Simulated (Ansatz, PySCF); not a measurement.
Reaction (SMILES): O=CC=O + 5 [H][H] (H2) -> 2 C (CH4) + 2 O (H2O)
Each molecule is optimised on its own at B3LYP-D3(BJ)/def2-TZVP (Ansatz, a quantum-chemistry and plane-wave program), one conformer each, not searched for the lowest. Unstable Hartree-Fock reference: O=CC=O.

Quantity: energy of full hydrogenation (enthalpy at 298 K, with B3LYP-D3(BJ) rigid-rotor harmonic-oscillator terms from PySCF), in kcal/mol. Valence correlation only, unless marked. No spin-orbit coupling. No relativistic terms. Basis-set limits of correlation are two-point, X^-3; Hartree-Fock from the larger set.

CCSD(T)/CBS(cc-pVTZ,cc-pVQZ) (Ansatz) gives -100.7 kcal/mol.

Problem. Another calculation gave -101.0 kcal/mol. Which level was it?
(A) r2SCAN/def2-TZVPD (Ansatz)
(B) B2PLYP/def2-TZVPD (Ansatz)
(C) PBE0/def2-TZVPD (Ansatz)
(D) r2SCANh/def2-TZVPD (Ansatz)

Solution. D, r2SCANh/def2-TZVPD (Ansatz). The others give -105.6 (PBE0), -94.8 (B2PLYP), -97.4 (r2SCAN) kcal/mol.
